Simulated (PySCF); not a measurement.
Choosing a molecule for a target property.

Species are written as SMILES; each is one conformer at its optimised geometry, gas phase, non-relativistic unless stated; the electronic structure was computed with PySCF and density fitting.

Dipoles, sizes and rotational constants follow the conformer. The torsions of the flexible species, by atom-mapped SMILES:
- `[CH:1]#[C:2]/[C:3](=[CH:4]\[SiH3:5])[SiH2:6][PH2:7]`: C2–C3–Si6–P7 -64°, H–P7–Si6–C3 39°, H–P7–Si6–C3 -54°
- `[N:1]#[C:2][C@H:3]([SiH3:4])/[C:5]([F:6])=[CH:7]\[F:8]`: C2–C3–C5–F6 60°
- `[CH3:1][PH2+:2][CH2:3][CH2:4][C:5]#[N:6]`: C1–P2–C3–C4 92°, P2–C3–C4–C5 -41°
- `[CH3:1][S:2][CH2:3][CH2:4][CH2:5][SiH3:6]`: C1–S2–C3–C4 -72°, S2–C3–C4–C5 -175°, C3–C4–C5–Si6 180°
- `[CH:1]#[C:2][C:3](=[CH2:4])[SiH2:5][PH:6][SiH3:7]`: C2–C3–Si5–P6 178°, C3–Si5–P6–Si7 -81°
- `[CH:1]#[C:2][SiH2:3]/[CH:4]=[CH:5]/[SiH2:6][PH2:7]`: C2–Si3–C4–C5 0°, C4–C5–Si6–P7 -1°, H–P7–Si6–C5 -77°, H–P7–Si6–C5 -170°
- `[CH:1]#[C:2]/[C:3](=[CH:4]/[SiH3:5])[SiH2:6][PH2:7]`: C2–C3–Si6–P7 101°, H–P7–Si6–C3 -73°, H–P7–Si6–C3 -166°
- `[CH2:1]=[C:2]1[SiH2:3][Si@@H:4]([PH2:5])[C:6]1=[CH2:7]`: H–P5–Si4–Si3 20°, H–P5–Si4–Si3 -73°

(1) Wanted: lowest triplet excitation (Tamm–Dancoff) above 6 eV (TDA B3LYP/def2-SVPD) and HOMO energy below -7.4 eV (B3LYP/def2-SVPD), at GFN2-xTB geometries. Which candidate meets both?
A. `N#C[C@H]([SiH3])/C(F)=C\F`
B. `CC1=CC(Cl)=C(F)P=C1`
C. `C(#C)C1(C)[SiH2]P[SiH2]1`
D. `C[PH2+]CCC#N`
E. `CSCCC[SiH3]`
F. `C#C/C(=C\[SiH3])[SiH2]P`

(2) Wanted: electronic spatial extent ⟨r²⟩ about the centre of nuclear charge above 2000 bohr² (B3LYP/def2-SVPD) and static isotropic polarisability above 120 au (B3LYP/def2-SVPD), at GFN2-xTB geometries. Which candidate meets both?
A. `[C@@H](C#N)([SiH3])/C(F)=C\F`
B. `C#CC(=C)[SiH2]P[SiH3]`
C. `C#C[SiH2]/C=C/[SiH2]P`
D. `Cc1cpc(F)c(Cl)c1`
E. `C[PH2+]CCC#N`
F. `C#CC1(C)[SiH2]P[SiH2]1`

(3) Wanted: dipole moment between 2 D and 3.7 D (B3LYP/def2-SVPD) and HOMO–LUMO gap below 6.5 eV (B3LYP/def2-SVPD), at GFN2-xTB geometries. Which candidate meets both?
A. `C(=C)(C#C)[SiH2]P[SiH3]`
B. `N#C[C@H]([SiH3])/C(F)=C\F`
C. `p1cc(C)cc(Cl)c1F`
D. `CSCCC[SiH3]`

(4) Wanted: smallest rotational constant below 1 GHz (GFN2-xTB) and lowest singlet excitation above 4.5 eV (TDDFT B3LYP/def2-SVPD), at GFN2-xTB geometries. Which candidate meets both?
A. `C#C/C(=C/[SiH3])[SiH2]P`
B. `Cc1cpc(F)c(Cl)c1`
C. `C[PH2+]CCC#N`
D. `C=C1[SiH2][Si@@H](P)C1=C`

## Answers

(1) D. Computed values:
```csv
species,lowest triplet excitation (Tamm–Dancoff),HOMO energy
CC1=CC(Cl)=C(F)P=C1,3.10 eV,-7.11 eV
C#C/C(=C\[SiH3])[SiH2]P,3.20 eV,-7.00 eV
N#C[C@H]([SiH3])/C(F)=C\F,4.27 eV,-7.61 eV
C(#C)C1(C)[SiH2]P[SiH2]1,4.41 eV,-6.68 eV
CSCCC[SiH3],4.91 eV,-6.06 eV
C[PH2+]CCC#N,6.41 eV,-13.64 eV
```

(2) C. Computed values:
| species | electronic spatial extent ⟨r²⟩ about the centre of nuclear charge | static isotropic polarisability |
| --- | --- | --- |
| C[PH2+]CCC#N | 749 bohr² | 67.1 au |
| [C@@H](C#N)([SiH3])/C(F)=C\F | 1208 bohr² | 79.9 au |
| C#CC1(C)[SiH2]P[SiH2]1 | 1319 bohr² | 125.2 au |
| Cc1cpc(F)c(Cl)c1 | 1662 bohr² | 110.3 au |
| C#CC(=C)[SiH2]P[SiH3] | 1774 bohr² | 131.6 au |
| C#C[SiH2]/C=C/[SiH2]P | 2196 bohr² | 128.3 au |

(3) C. Computed values:
```
                  species  dipole moment  HOMO–LUMO gap
  C(=C)(C#C)[SiH2]P[SiH3]         0.44 D        5.55 eV
              CSCCC[SiH3]         1.48 D        6.15 eV
         p1cc(C)cc(Cl)c1F         3.48 D        5.00 eV
N#C[C@H]([SiH3])/C(F)=C\F         3.86 D        6.79 eV
```

(4) A. Computed values:
```
                 species  smallest rotational constant  lowest singlet excitation
        Cc1cpc(F)c(Cl)c1                     0.629 GHz                    4.38 eV
 C#C/C(=C/[SiH3])[SiH2]P                     0.708 GHz                    4.53 eV
C=C1[SiH2][Si@@H](P)C1=C                     0.763 GHz                    4.11 eV
            C[PH2+]CCC#N                     1.664 GHz                    7.41 eV
```
